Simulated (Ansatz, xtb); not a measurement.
**Two isomers of C4H12BN**

Structure a: `CCNB(C)C`, a singlet. Structure b: `CB(N)C(C)C`, a singlet. Both are isolated molecules in the gas phase, relaxed with PBE0-D3(BJ)/def2-SVP, each in the lowest conformer that the search found.

a (Å):

```yaml
atoms:
  - { symbol: C, position_ang: [1.0266, 0.9499, -0.9051] }
  - { symbol: C, position_ang: [0.6050, -0.5109, -0.9451] }
  - { symbol: C, position_ang: [-2.7736, -1.4194, 0.9344] }
  - { symbol: C, position_ang: [-0.2309, -2.0407, 1.7248] }
  - { symbol: B, position_ang: [-1.2096, -1.3651, 0.6785] }
  - { symbol: N, position_ang: [-0.7454, -0.7250, -0.4816] }
  - { symbol: H, position_ang: [2.0515, 1.0777, -1.2866] }
  - { symbol: H, position_ang: [0.9885, 1.3386, 0.1240] }
  - { symbol: H, position_ang: [0.3605, 1.5740, -1.5229] }
  - { symbol: H, position_ang: [1.2848, -1.1118, -0.3244] }
  - { symbol: H, position_ang: [0.7136, -0.8968, -1.9754] }
  - { symbol: H, position_ang: [-1.4439, -0.3124, -1.0919] }
  - { symbol: H, position_ang: [-3.3813, -0.9791, 0.1275] }
  - { symbol: H, position_ang: [-3.0263, -0.8912, 1.8699] }
  - { symbol: H, position_ang: [-3.1098, -2.4602, 1.0793] }
  - { symbol: H, position_ang: [-0.3731, -3.1355, 1.7031] }
  - { symbol: H, position_ang: [-0.4918, -1.7279, 2.7495] }
  - { symbol: H, position_ang: [0.8411, -1.8448, 1.5763] }
```

b (Å):

```xyz
18

C     0.6674    0.7784    2.1724
C     0.8880   -1.0088    0.0676
C     0.8852   -2.2056    1.0180
C     2.3095   -0.6978   -0.4125
B     0.2488    0.2976    0.7242
N    -0.6877    1.0337   -0.0105
H     0.2979    1.7819    2.4360
H     1.7625    0.7746    2.2994
H     0.2748    0.0732    2.9254
H    -1.1100    1.8894    0.3257
H    -1.0048    0.7581   -0.9311
H     0.2891   -1.2800   -0.8233
H    -0.1317   -2.4621    1.3561
H     1.4873   -2.0008    1.9187
H     1.3116   -3.1043    0.5408
H     2.9620   -0.4103    0.4288
H     2.3268    0.1307   -1.1384
H     2.7735   -1.5740   -0.8969
```

Q: Estimate which is lower in electronic energy at CCSD(T)/def2-SVP + ΔMP2/def2-TZVPP, and by roughly how much.

A: The CCSD(T)/def2-SVP + ΔMP2/def2-TZVPP calculation puts structure b lower, by 3.8 kcal/mol.

How the difference moves with the method:

| level | geometry | E(b) − E(a) (kcal/mol) | departure from the last row (kcal/mol) | job, with rough time for the two |
| --- | --- | --- | --- | --- |
| GFN2-xTB | GFN2-xTB | +3.6 | +7.4 | optimisation, 0.34 s |
| HF/STO-3G | GFN2-xTB | +2.5 | +6.3 | single point, 0.32 s |
| r2SCAN-D4/def2-SVP | GFN2-xTB | −1.9 | +1.9 | single point, 3.5 s |
| PBE0-D3(BJ)/def2-SVP | PBE0-D3(BJ)/def2-SVP | −1.8 | +2.0 | optimisation, 2 min |
| HF/def2-SVP | PBE0-D3(BJ)/def2-SVP | −1.0 | +2.8 | part of the CCSD(T) run |
| MP2/def2-SVP | PBE0-D3(BJ)/def2-SVP | −3.4 | +0.4 | part of the CCSD(T) run |
| CCSD(T)/def2-SVP | PBE0-D3(BJ)/def2-SVP | −2.7 | +1.1 | single point |
| CCSD(T)/def2-SVP + ΔMP2/def2-TZVPP | PBE0-D3(BJ)/def2-SVP | −3.8 |  | single point, 66 s |

As drawn, b has 1 C–C, 1 N–H in place of 1 C–N, 1 C–H.

GFN2-xTB, HF/STO-3G put the two in the other order. The largest departure from CCSD(T)/def2-SVP + ΔMP2/def2-TZVPP is that of GFN2-xTB, 7.4 kcal/mol. The last row adds to CCSD(T) the change of the MP2 difference between the two basis sets, here −1.1 kcal/mol.

With thermal terms from frequencies at re-optimised GFN2-xTB minima (ideal gas, soft modes damped towards free rotors, one conformer each, 298.15 K, 1 atm): the zero-point term adds +0.3 kcal/mol; ΔH is −3.6 and ΔG −3.0 kcal/mol.

The correlated steps freeze 6 core orbitals. Codes used: Ansatz 0.2.0, xtb 6.7.1; the last row on 4 threads of Arm Neoverse V1 on a shared host.
